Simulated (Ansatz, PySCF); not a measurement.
Molecule: CsBr, charge 0, multiplicity 1. SMILES: [Br][Cs]
Geometry: optimised at B3LYP-D3(BJ)/def2-TZVP (Ansatz, a first-principles code).

Wanted: vertical ionisation energy (to the doublet state of charge +1; each state is the SCF solution reached for its spin), in eV. Cores are frozen in the correlated levels unless marked. UHF or UKS for open shells. Spin-orbit coupling is left out. Frozen are the shells of the preceding noble gas and the d and f shells that filled before the atom's block. The outer core of K, Ca and their heavier congeners is not correlated, a term that matters for these elements. Past Kr the def2 sets carry scalar-relativistic core potentials. CBS marks a two-point X^-3 extrapolation of the correlation energy; Hartree-Fock from the larger set.

```csv
level,program,vertical ionisation energy (eV)
SVWN5/def2-TZVPD,Ansatz,8.43
PBE/def2-TZVPD,Ansatz,8.12
r2SCAN/def2-TZVPD,Ansatz,8.13
B3LYP/def2-TZVPD,Ansatz,8.13
PBE0/def2-TZVPD,Ansatz,8.07
BHLYP/def2-TZVPD,Ansatz,7.92
CAM-B3LYP/def2-TZVPD,Ansatz,8.08
wB97M-V/def2-TZVPD,Ansatz,8.00
wB97X-V/def2-TZVPD,Ansatz,8.03
CCSD/def2-SVPD,Ansatz,7.71
CCSD/def2-TZVPPD,Ansatz,7.78
CCSD/def2-QZVPPD,Ansatz,7.91
"CCSD/CBS(def2-TZVPPD,def2-QZVPPD)",Ansatz,7.99
CCSD(T)/def2-SVPD,Ansatz,7.75
CCSD(T)/def2-TZVPPD,Ansatz,7.84
CCSD(T)/def2-QZVPPD,Ansatz,7.98
"CCSD(T)/CBS(def2-TZVPPD,def2-QZVPPD)",Ansatz,8.08
```

For comparison, minus the highest occupied orbital energy (PySCF): 6.31 eV at MN15/def2-TZVPD, 8.35 eV at HF/def2-TZVPD, 4.55 eV at M06-L/def2-TZVPD.
